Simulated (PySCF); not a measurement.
# State search for ScSe

Unrestricted PBE0; basis Sc x2c-TZVPPall, Se x2c-TZVPPall; spin-free X2C with a Gaussian nucleus; PySCF 2.14. Outer shells of the fragments: Sc 3d1 4s2; Se 3d10 4s2 4p4.

Followed along the bond (rough minima from three points):

| 2Ms+1 | unpaired | ⟨S²⟩ at the start | R at minimum (Å) | Te (eV) |
| --- | --- | --- | --- | --- |
| 2 | σ ↑ | 0.76 | 2.26 | 0.00 |
| 2 | δ ↑ | 0.77 | 2.33 | 0.65 |
| 2 | π ↑ | 0.78 | 2.33 | 0.99 |
| 2 | π ↑ | 1.42 | 2.50 | 1.56 |
| 4 | σ ↑, π ↑, δ ↑ | 3.75 | none in the scan | ≤ 1.52 |
| 2 | σ ↑, π ↓, δ ↑ | 1.76 | none in the scan | ≤ 1.54 |

Solutions found at the starting distance of 2.435 Å, counted from the lowest of them; the search is not exhaustive and high or unbound solutions are not listed, so other states can lie among these:

```tsv
2Ms+1	unpaired	term	E (eV)	⟨S²⟩	⟨Lz²⟩	μ (D)
2	σ ↑	²Σ⁺	0.00	0.76	0.00	-6.52
2	δ ↑	²Δ	0.47	0.77	4.00	-9.29
2	π ↑	²Π	0.81	0.78	1.01	-7.94
4	σ ↑, π ↑, δ ↑	mixed	1.29	3.75	5.01	-3.29
2	π ↑	mixed	1.31	1.42	2.67	-2.90
2	σ ↑, π ↓, δ ↑	mixed	1.32	1.76	5.01	-3.27
4	σ ↑, π ↑↑	mixed	1.58	3.75	2.02	-2.68
4	σ ↑, π ↑↑	mixed	1.69	3.75	2.10	-2.87
4	σ ↑↑, π ↑	⁴Π	1.95	3.75	1.08	-0.67
4	σ ↑↑, δ ↑	⁴Δ	1.98	3.76	4.00	-3.29
```

A term symbol is given only where ⟨S²⟩ and ⟨Lz²⟩ are close to those of a pure state; real π, δ and φ orbitals otherwise mix terms. A positive dipole means Sc(−)Se(+).

**Question.** Compare the gap between the two lowest followed solutions at the starting distance with the gap between their minima.

**Answer.** At PBE0 the second solution (doublet, unpaired electrons δ ↑) lies +0.47 eV from the first (doublet, unpaired electrons σ ↑) at 2.435 Å and +0.65 eV at the minima; the two curves relax by different amounts, since their minima lie near 2.33 and 2.26 Å.

Spin–orbit coupling is left out. The state is the lowest single determinant that the PBE0 search found; with open d or f shells the true ground state can be another one.
